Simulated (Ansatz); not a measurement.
Species: sum formula CuOH (charge 0, singlet). 
Structure (B3LYP-D3(BJ)/def2-TZVP (Ansatz, an electronic-structure program) minimum search):
```
O
H 1 0.9649
Cu 1 1.7954 2 108.72
```
Charge 0, spin multiplicity 1.

Total electronic energies in hartree. Cores are frozen in the correlated levels unless marked. Spin-orbit coupling is left out. The frozen core is the preceding noble-gas configuration, with the filled d and f shells of earlier blocks. Non-relativistic. Basis-set limits of correlation are two-point, X^-3; Hartree-Fock from the larger set. [CCSD(T)-MP2]/basis is that difference in the basis named.

The T1 diagnostic of CCSD in the largest basis is 0.039, which is high, so the coupled-cluster rows are less sure than usual.

| level | program | energy (Eh) |
|---|---|---|
| BLYP-D4/def2-TZVPD | Ansatz + dftd4 | -1716.46636 |
| r2SCAN/def2-TZVPD | Ansatz | -1716.31441 |
| PBE0-D3(BJ)/def2-TZVPD | Ansatz + dftd3 | ___ |
| wB97X/def2-TZVPD | Ansatz | -1716.38450 |
| MP2/6-31G* | Ansatz | -1714.52502 |
| CCSD(T)/6-31G* | Ansatz | -1714.51115 |
| CCSD(T)/def2-QZVPP | Ansatz | -1715.20852 |
| RI-MP2/CBS(def2-TZVPP,def2-QZVPP)+[CCSD(T)-MP2]/def2-SVP | Ansatz | -1715.2728 |
| CCSD(T)/CBS(def2-TZVPPD,def2-QZVPPD) | Ansatz | -1715.2436 |

Question: Complete the blanks.

Answer: 
- PBE0-D3(BJ)/def2-TZVPD, energy (Eh): -1716.03973
